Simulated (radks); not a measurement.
Neutral gold, [Xe] 4f14 5d10 6s1. Calculated with a radial shooting solver on a logarithmic mesh with Libxc functionals: non-relativistic Kohn-Sham, PBE, spin-polarised, spherical densities, point nucleus. Every spin shell is full or empty, so the densities are truly spherical. Functionals are evaluated on that one density, not self-consistently. Rank these exchange functionals by their error against the exact value of the orbitals, and give that value: LDA, B88, PBEsol, revPBE, EV93, revTPSS, Tao-Mo, TASK, MVS.

Answer. Exact: -338.083 hartree. From best to worst, with 100 (|E| - |E exact|)/|E exact| (equal figures are ties): MVS +0.10, B88 +0.10, revPBE -0.22, EV93 -0.47, Tao-Mo -0.80, revTPSS -0.87, PBEsol -1.77, TASK -1.81, LDA -3.78.
